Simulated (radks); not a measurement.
Bi IV, 80 electrons, occupied as [Hg].

Method: Dirac Kohn-Sham, Wu-Cohen GGA, spin-unpolarised, spherical densities, finite nucleus; Fermi nuclear charge, rms radius 5.5211 fm; computed with a radial shooting solver on a logarithmic mesh with Libxc functionals.

Energy parts (eV):
part                       energy
total                  -586998.01
kinetic                 685600.26
electron-nucleus      -1485319.63
Hartree                 223507.07
exchange-correlation    -10785.72

Orbitals (lengths in bohr, moments of r in powers of bohr; <r^-3> diverges for s and p1/2):
| orbital | occ. | eigenvalue (eV) | <r^-3> | <r> | <r^4> | small-component weight |
|---|---|---|---|---|---|---|
| 1s1/2 | 2 | -90472.47 | - | 0.01580 | 3.334e-07 | 1.00e-01 |
| 2s1/2 | 2 | -16265.25 | - | 0.06580 | 0.00004752 | 2.32e-02 |
| 2p1/2 | 2 | -15638.12 | - | 0.05388 | 0.00002789 | 2.34e-02 |
| 2p3/2 | 4 | -13318.52 | 24420 | 0.06293 | 0.00004564 | 2.05e-02 |
| 3s1/2 | 2 | -3947.025 | - | 0.1711 | 0.001712 | 7.83e-03 |
| 3p1/2 | 2 | -3661.493 | - | 0.1615 | 0.001478 | 7.79e-03 |
| 3p3/2 | 4 | -3142.181 | 5794 | 0.1780 | 0.002122 | 6.95e-03 |
| 3d3/2 | 4 | -2670.635 | 1019 | 0.1545 | 0.001385 | 6.84e-03 |
| 3d5/2 | 6 | -2560.517 | 826.9 | 0.1595 | 0.001543 | 6.61e-03 |
| 4s1/2 | 2 | -927.3421 | - | 0.3770 | 0.03719 | 2.71e-03 |
| 4p1/2 | 2 | -802.8059 | - | 0.3778 | 0.03904 | 2.62e-03 |
| 4p3/2 | 4 | -674.7764 | 1436 | 0.4125 | 0.05508 | 2.29e-03 |
| 4d3/2 | 4 | -471.3225 | 229.9 | 0.4161 | 0.06287 | 2.09e-03 |
| 4d5/2 | 6 | -447.4244 | 182.2 | 0.4272 | 0.06959 | 2.01e-03 |
| 4f5/2 | 6 | -183.3833 | 40.65 | 0.4380 | 0.1013 | 1.65e-03 |
| 4f7/2 | 8 | -177.8910 | 38.47 | 0.4442 | 0.1070 | 1.62e-03 |
| 5s1/2 | 2 | -185.2782 | - | 0.8315 | 0.8602 | 7.46e-04 |
| 5p1/2 | 2 | -141.9971 | - | 0.8847 | 1.145 | 6.59e-04 |
| 5p3/2 | 4 | -117.2598 | 273.4 | 0.9740 | 1.691 | 5.55e-04 |
| 5d3/2 | 4 | -56.6537 | 30.14 | 1.197 | 4.430 | 3.69e-04 |
| 5d5/2 | 6 | -53.5978 | 23.31 | 1.237 | 5.067 | 3.47e-04 |
| 6s1/2 | 2 | -40.0760 | - | 2.009 | 29.36 | 1.40e-04 |

The highest occupied level is 6s1/2 at -40.076 eV. The electron density at the nucleus is 2.967e+06 e/bohr^3. Summed over all electrons, <r^2> = 41.10 bohr^2, which gives a Langevin (diamagnetic) susceptibility term of -32.6 x 10^-6 cm^3/mol. For comparison, the ionisation energy in NIST's Atomic Spectra Database is 45.4 eV (measured). In exact Kohn-Sham theory the highest level is minus the ionisation energy, but local and semilocal functionals leave it too shallow, through self-interaction and a potential that decays too fast; potentials with the right tail come closer.

Run on one thread of a shared host, so times are rough (Arm Neoverse N1): 0.21 s of CPU time, 0.21 s wall, 14 iterations on 2259 mesh points.
